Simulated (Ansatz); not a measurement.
`C/C=[CH]\[GaH][SH]` and `C/C=C\[NH][AlH2]` differ in one atom or group.

Ansatz, PBE0-D4/def2-TZVP geometries, multiplicity 1. Each molecule was computed in one conformer, which needn't be the lowest.

Scalar relativity is left out up to krypton.

```tsv
property	`C/C=[CH]\[GaH][SH]`
LUMO energy (PBE/def2-TZVPP) / eV	-2.22
size of the dipole moment (ωB97M-V/def2-TZVPP) / D	2.25
LUMO energy (PBE0/def2-TZVPP) / eV	-1.43
LUMO energy (B3LYP/def2-TZVPP) / eV	-1.66
HOMO energy (ωB97M-V/def2-TZVPP) / eV	-9.57
HOMO energy (PBE0/def2-TZVPP) / eV	-7.40
```

**Question.** Give the same properties after the change, and the shifts. (Estimate.)

**Answer.** The calculation gave: 
```
                                          property  `C/C=C\[NH][AlH2]`  shift
                 LUMO energy (PBE/def2-TZVPP) / eV               -1.79   0.43
size of the dipole moment (ωB97M-V/def2-TZVPP) / D                0.59  -1.66
                LUMO energy (PBE0/def2-TZVPP) / eV               -1.04   0.39
               LUMO energy (B3LYP/def2-TZVPP) / eV               -1.24   0.42
             HOMO energy (ωB97M-V/def2-TZVPP) / eV               -8.03   1.54
                HOMO energy (PBE0/def2-TZVPP) / eV               -5.89   1.51
```

With PBE0 the HOMO rises by 1.51 eV and the LUMO rises by 0.39 eV, so the gap narrows by about 1.12 eV. PBE moves the HOMO by 1.36 eV and ωB97M-V by 1.54 eV. Dipoles are sizes alone; their direction can turn.

B3LYP here is the variant with VWN-RPA as its local correlation; programs differ in this.
